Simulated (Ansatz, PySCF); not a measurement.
Energy landscape of Cl₂Si, singlet: symmetric bend, bond length relaxed. Scanned: Cl-Si-Cl angle. Other coordinates (Si-Cl bond length) were minimised at PBE0/def2-TZVP.

Computed with: RHF/aug-cc-pVQZ (Ansatz, a program for electronic structure); MP2/aug-cc-pVQZ = MP2 on RHF/aug-cc-pVQZ, frozen core in Ansatz; RKS-M06-2X/6-31G* = restricted M06-2X/6-31G*, spherical d run with PySCF 2.14.0.

Energies in kJ/mol, each method relative to its own lowest point.

```csv
a / °,RHF/aug-cc-pVQZ,MP2/aug-cc-pVQZ,RKS-M06-2X/6-31G*
180,[?],184.0,177.9
167,215.1,172.5,166.9
157,182.8,149.4,144.9
147,140.1,117.1,114.4
137,[?],81.0,79.9
127,[?],46.7,46.6
117,20.5,18.9,19.0
107,[?],1.7,1.7
97,0.0,0.0,0.0
87,[?],21.7,22.5
80,68.4,58.2,60.2
```

### Question
What belongs in the gaps?

### Answer

- 180, RHF/aug-cc-pVQZ: 231.7
- 137, RHF/aug-cc-pVQZ: 94.7
- 127, RHF/aug-cc-pVQZ: 53.1
- 107, RHF/aug-cc-pVQZ: 1.0
- 87, RHF/aug-cc-pVQZ: 26.1
